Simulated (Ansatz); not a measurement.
One change: `C=C(CC)C(=O)O` becomes `C=C([SiH3])CC`.

Ansatz, PBE0-D4/def2-TZVP geometries, multiplicity 1. Each molecule was computed in one conformer, which needn't be the lowest.

```tsv
property	`C=C(CC)C(=O)O`
HOMO energy (B3LYP/def2-TZVPP) / eV	-7.74
ideal-gas entropy at 298 K and 1 bar (rigid rotor, harmonic PBE0-D4/def2-TZVP) / J/(mol·K)	359
LUMO energy (PBE0/def2-TZVPP) / eV	-1.34
HOMO–LUMO gap (B3LYP/def2-TZVPP) / eV	6.16
HOMO energy (PBE0/def2-TZVPP) / eV	-7.96
HOMO energy (PBE/def2-TZVPP) / eV	-6.44
```

Q: Give the same properties after the change, and the shifts. (Best estimate.)

A: Ansatz gave: 
| property | `C=C([SiH3])CC` | shift |
| --- | --- | --- |
| HOMO energy (B3LYP/def2-TZVPP) / eV | -7.37 | 0.37 |
| ideal-gas entropy at 298 K and 1 bar (rigid rotor, harmonic PBE0-D4/def2-TZVP) / J/(mol·K) | 352 | -7 |
| LUMO energy (PBE0/def2-TZVPP) / eV | -0.26 | 1.08 |
| HOMO–LUMO gap (B3LYP/def2-TZVPP) / eV | 6.90 | 0.74 |
| HOMO energy (PBE0/def2-TZVPP) / eV | -7.60 | 0.36 |
| HOMO energy (PBE/def2-TZVPP) / eV | -6.50 | -0.06 |

With PBE0 the HOMO rises by 0.36 eV and the LUMO rises by 1.08 eV, so the gap widens by about 0.72 eV. PBE moves the HOMO by -0.06 eV and ωB97M-V by 0.35 eV. Modes under 60 cm⁻¹, often nearly free rotors, make the harmonic entropy too high.

B3LYP here is the variant with VWN-RPA as its local correlation; programs differ in this.
